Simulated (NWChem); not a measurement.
System: CClF2 cation

```xyz
4

F     -0.0003     1.0475    -1.0677
C      0.0020     0.3812     0.0000
F     -0.0003     1.0475     1.0677
Cl     0.0000    -1.2481     0.0000
```
Atoms are numbered in this order, from 1.

Results from NWChem. Pople sets run with spherical d functions. Geometry: optimised at B3LYP/6-31G* (spherical d). Atomic charges in e: unrestrained fits to the electrostatic potential beside Mulliken populations; the two definitions need not agree.

For level Hartree-Fock/6-31G*:

- Mulliken F1 = -0.17
- ESP C2 = 0.69
- Mulliken C2 = 0.93
- Mulliken F3 = -0.17

Problem. Estimate the same quantities for level B3LYP/def2-SVP.

Solution. 
| Item | Result |
|---|---|
| Mulliken F1 | 0.08 |
| ESP C2 | 0.58 |
| Mulliken C2 | 0.52 |
| Mulliken F3 | 0.08 |
